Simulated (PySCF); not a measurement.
**Induced dipoles and field energies**

Compound: C₈H₈S.
Cartesian coordinates in Å at the PBE0-D3(BJ)/def2-SVP level; atoms count from 1:
```xyz
17
C8H8S angstrom
C      2.833    1.349    0.155
C      2.169    0.234   -0.174
C      0.747   -0.051    0.038
C      0.215   -1.271   -0.407
C     -1.126   -1.589   -0.233
C     -1.989   -0.687    0.399
S     -3.680   -1.149    0.589
C     -1.473    0.536    0.851
C     -0.132    0.843    0.672
H      3.900    1.447   -0.055
H      2.349    2.200    0.641
H      2.727   -0.573   -0.662
H      0.873   -1.989   -0.903
H     -1.508   -2.548   -0.592
H     -4.082   -0.023    1.214
H     -2.127    1.256    1.349
H      0.239    1.803    1.037
```

Level: CAM-B3LYP/def2-SVPD (PySCF); nuclei fixed, core orbitals frozen in the response. Permanent dipole (0.434, 0.770, 0.257) D (1 au = 2.5417 D). Static polarisability (au):

```
x   179.52  30.04 -13.06
y    30.04 113.88  13.61
z   -13.06  13.61  78.17
```

Only the terms in μ and α are kept: μ(F) = μ + αF and ΔE = −μ·F − ½ F·αF.

Q: What do fields of 0.411 V/Å (0.008 au) along the six axis directions do?

A: 
```json
{"field along": "+x", "induced x (D)": "3.650", "induced y (D)": "0.611", "induced z (D)": "-0.266", "total size (D)": "4.311", "−μ·F (kJ/mol)": "-3.586", "−½F·αF (kJ/mol)": "-15.083"}
{"field along": "−x", "induced x (D)": "-3.650", "induced y (D)": "-0.611", "induced z (D)": "0.266", "total size (D)": "3.262", "−μ·F (kJ/mol)": "+3.586", "−½F·αF (kJ/mol)": "-15.083"}
{"field along": "+y", "induced x (D)": "0.611", "induced y (D)": "2.316", "induced z (D)": "0.277", "total size (D)": "3.301", "−μ·F (kJ/mol)": "-6.363", "−½F·αF (kJ/mol)": "-9.568"}
{"field along": "−y", "induced x (D)": "-0.611", "induced y (D)": "-2.316", "induced z (D)": "-0.277", "total size (D)": "1.556", "−μ·F (kJ/mol)": "+6.363", "−½F·αF (kJ/mol)": "-9.568"}
{"field along": "+z", "induced x (D)": "-0.266", "induced y (D)": "0.277", "induced z (D)": "1.590", "total size (D)": "2.129", "−μ·F (kJ/mol)": "-2.124", "−½F·αF (kJ/mol)": "-6.568"}
{"field along": "−z", "induced x (D)": "0.266", "induced y (D)": "-0.277", "induced z (D)": "-1.590", "total size (D)": "1.584", "−μ·F (kJ/mol)": "+2.124", "−½F·αF (kJ/mol)": "-6.568"}
```

Q: For the field (0.0024, 0.0032, 0.0040) au, what is the induced dipole, and what angle does it make with the field?

A: αF = (1.207, 1.248, 0.826) D, at 20.4° to the field. The polarisability along this direction, F·αF/F², is 125.31 au, against a mean of 123.86 au.

Q: Which field along μ doubles the dipole in that direction (linear response)?

A: The polarisability along the dipole is 152.30 au, so F = 0.3621 au / 152.30 au = 0.0024 au = 0.12 V/Å; higher-order terms are ignored.

Q: What field makes μF equal to kT at 400 K?

A: kT = 1.2667 × 10⁻³ Eh, so F = 0.0035 au = 18 MV/cm.

Q: A unit point charge sits 12 Å away. Estimate the induction energy −αe²/2R⁴ with the mean polarisability, treating the molecule as a point.

A: R = 22.68 bohr, so the energy is −123.9/(2 × 22.68⁴) Eh = -0.615 kJ/mol. The charge–dipole term at its most favourable orientation, −μe/R², is -1.85 kJ/mol.

Isolated species at its PBE0-D3(BJ)/def2-SVP geometry (one conformer only).

These values come from a run that also computed excited states. Rough CPU time on one thread of a shared machine: about 2.4 min.
